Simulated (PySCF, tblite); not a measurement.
Isomers of C8H12. Method: GFN2-xTB as coded in tblite; computed harmonic values from a numerical Hessian at the method's own geometry, unscaled. This tight-binding method is rough: wavenumbers can miss measured ones by several per cent, in bad cases by 10 to 20. One conformer each.

Electronic energies: PBE0-D3(BJ)/def2-SVP at its own geometries (PySCF, gas phase).

| SMILES | electronic energy, lowest = 0 (kJ/mol) |
| --- | --- |
| C#CCC1CCCC1 | 2.3 |
| C=C/C=C/C1CCC1 | 2.8 |
| C=C/C=C\C(=C)CC | 0.0 |

How do GFN2-xTB zero-point energies change the relative energies?

```tsv
SMILES	ZPE (kJ/mol)	of it from modes above 1550 cm⁻¹	electronic (kJ/mol)	with ZPE, lowest = 0 (kJ/mol)	lowest mode (cm⁻¹)	rings
C=C/C=C\C(=C)CC	452.0	249.0	0.0	0.0	21	0
C#CCC1CCCC1	462.1	230.1	2.3	12.4	24	1
C=C/C=C/C1CCC1	457.0	237.8	2.8	7.8	41	1
```

The zero-point energies span 10.1 kJ/mol, from `C=C/C=C\C(=C)CC` to `C#CCC1CCCC1`. The lowest isomer stays, but the order above it changes.

And how do the electronic energies of GFN2-xTB itself compare?

`C=C/C=C\C(=C)CC` 80.5; `C#CCC1CCCC1` 0.0; `C=C/C=C/C1CCC1` 34.1 kJ/mol, lowest = 0. Against the energies above, taken from the same isomer `C=C/C=C\C(=C)CC`, the largest difference is 82.8 kJ/mol. The two levels were optimised apart and needn't hold the same conformer.
